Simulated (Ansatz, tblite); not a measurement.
Spin states of the cluster Al₂F₂, each relaxed with r2SCAN-D4/def2-TZVP in Ansatz. Electronic energies in the gas phase.

The xTB rows come from tblite. Correlated methods freeze 12 core orbitals. The structure comes from a short search, and lower isomers may exist.

Singlet geometry (C2h within 0.1 Å):

```xyz
4

Al    0.930    0.024    1.175
Al   -0.933   -0.028   -1.176
F     2.301   -0.851    0.826
F    -2.298    0.855   -0.825
```

Triplet geometry (C2h within 0.1 Å):

```xyz
4

Al    0.7352    0.5792    0.7915
Al   -0.7352   -0.5792   -0.7916
F     1.7323    0.2292    2.0631
F    -1.7323   -0.2292   -2.0631
```

Quintet geometry:

Cartesian coordinates in Å:
```
Al 0.596 -0.638 -0.451
Al -1.857 0.597 -0.091
F 1.859 0.424 -0.339
F -0.597 -0.383 0.880
```

⟨S²⟩: triplet 2.02 at PBE0-D4/def2-TZVP (pure 2.00), quintet 6.00 at PBE0-D4/def2-TZVP (pure 6.00).

Run but left out: HF/STO-3G (singlet: restricted singlet, unstable in another Hartree–Fock run and untested here); HF/def2-TZVP, HF/def2-TZVPP (singlet: restricted singlet, unstable towards broken spin symmetry); GFN1-xTB (tight binding far off the other levels).

Only these spin states were relaxed. The triplet has other bonds than the singlet, so the gap mixes isomer and spin. The quintet has other bonds than the singlet, so the gap mixes isomer and spin.

```json
{"level": "GFN2-xTB", "triplet − singlet (kcal/mol)": "42.2", "quintet − singlet (kcal/mol)": "173.8", "lowest of these": "singlet", "remarks": "–"}
{"level": "LDA (SPW92)/def2-TZVP", "triplet − singlet (kcal/mol)": "31.8", "quintet − singlet (kcal/mol)": "110.5", "lowest of these": "singlet", "remarks": "–"}
{"level": "PBE-D4/def2-TZVP", "triplet − singlet (kcal/mol)": "29.4", "quintet − singlet (kcal/mol)": "106.9", "lowest of these": "singlet", "remarks": "–"}
{"level": "r2SCAN-D4/def2-TZVP", "triplet − singlet (kcal/mol)": "21.4", "quintet − singlet (kcal/mol)": "91.0", "lowest of these": "singlet", "remarks": "–"}
{"level": "B97M-V/def2-TZVP", "triplet − singlet (kcal/mol)": "29.4", "quintet − singlet (kcal/mol)": "114.6", "lowest of these": "singlet", "remarks": "–"}
{"level": "PBE0-D4/def2-TZVP", "triplet − singlet (kcal/mol)": "27.3", "quintet − singlet (kcal/mol)": "102.4", "lowest of these": "singlet", "remarks": "–"}
{"level": "ωB97M-V/def2-TZVP", "triplet − singlet (kcal/mol)": "41.0", "quintet − singlet (kcal/mol)": "125.2", "lowest of these": "singlet", "remarks": "–"}
{"level": "B2PLYP/def2-TZVP", "triplet − singlet (kcal/mol)": "33.5", "quintet − singlet (kcal/mol)": "112.0", "lowest of these": "singlet", "remarks": "–"}
{"level": "RPA@PBE/def2-TZVP", "triplet − singlet (kcal/mol)": "33.0", "quintet − singlet (kcal/mol)": "106.9", "lowest of these": "singlet", "remarks": "–"}
{"level": "MP2/def2-TZVP", "triplet − singlet (kcal/mol)": "30.4", "quintet − singlet (kcal/mol)": "97.9", "lowest of these": "singlet", "remarks": "restricted SCF unstable (singlet)"}
{"level": "MP2/def2-TZVPP", "triplet − singlet (kcal/mol)": "30.4", "quintet − singlet (kcal/mol)": "98.1", "lowest of these": "singlet", "remarks": "restricted SCF unstable (singlet)"}
{"level": "CCSD/def2-TZVPP", "triplet − singlet (kcal/mol)": "32.3", "quintet − singlet (kcal/mol)": "104.6", "lowest of these": "singlet", "remarks": "restricted SCF unstable (singlet)"}
{"level": "CCSD(T)/def2-TZVPP", "triplet − singlet (kcal/mol)": "32.6", "quintet − singlet (kcal/mol)": "106.3", "lowest of these": "singlet", "remarks": "restricted SCF unstable (singlet)"}
```

Change of the quintet − singlet gap on mixing in exact exchange, in kcal/mol: PBE to PBE0 (25 % exact exchange) -4.6.

The xTB methods have no term that favours high spin, so they put low spin too low.
